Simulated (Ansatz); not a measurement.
Cl₂H₃InOSi, SMILES `[SiH3][O][In]([Cl])[Cl]`, relaxed with RKS PBE0-D4/def2-TZVP in Ansatz from a GFN2-xTB geometry. The force threshold is 0.005 eV/Å; the program also tests the step.

The species carries charge 0 and has multiplicity 1. In takes the def2 core potential.

Start:

```xyz
8

Si    0.624   -0.648    1.226
O     0.571    0.432    0.020
In   -0.671    0.833   -1.445
Cl   -0.818   -0.711   -3.125
Cl   -1.683    2.877   -1.344
H     0.473   -2.020    0.713
H    -0.454   -0.373    2.189
H     1.958   -0.389    1.766
```

| step | energy (eV) | largest force (eV/Å) | largest move (Å) |
| --- | --- | --- | --- |
| 1 | -40185.1346 | 0.704 | 0.000 |
| 2 | -40185.2144 | 0.241 | 0.110 |
| 3 | -40185.2215 | 0.074 | 0.052 |
| 4 | -40185.2277 | 0.040 | 0.118 |
| 5 | -40185.2300 | 0.038 | 0.035 |
| 6 | -40185.2323 | 0.140 | 0.129 |
| 7 | -40185.2381 | 0.243 | 0.115 |
| 8 | -40185.2458 | 0.030 | 0.092 |
| 9 | -40185.2475 | 0.057 | 0.054 |
| 10 (rejected) | -40185.2472 | 0.145 | 0.196 |
| 11 | -40185.2493 | 0.034 | 0.060 |
| 12 | -40185.2499 | 0.064 | 0.098 |
| 13 | -40185.2501 | 0.039 | 0.025 |
| 14 | -40185.2505 | 0.003 | 0.014 |

End:

```xyz
8

Si    0.610   -0.651    1.240
O     0.021    0.623    0.395
In   -0.723    0.928   -1.381
Cl   -0.921   -0.824   -2.851
Cl   -1.372    3.054   -1.927
H     0.639   -1.884    0.404
H    -0.247   -0.900    2.429
H     1.993   -0.346    1.691
```

It took 2.9 min on 4 threads of a server CPU on a shared host, with 0.72 GiB of host memory at the peak.
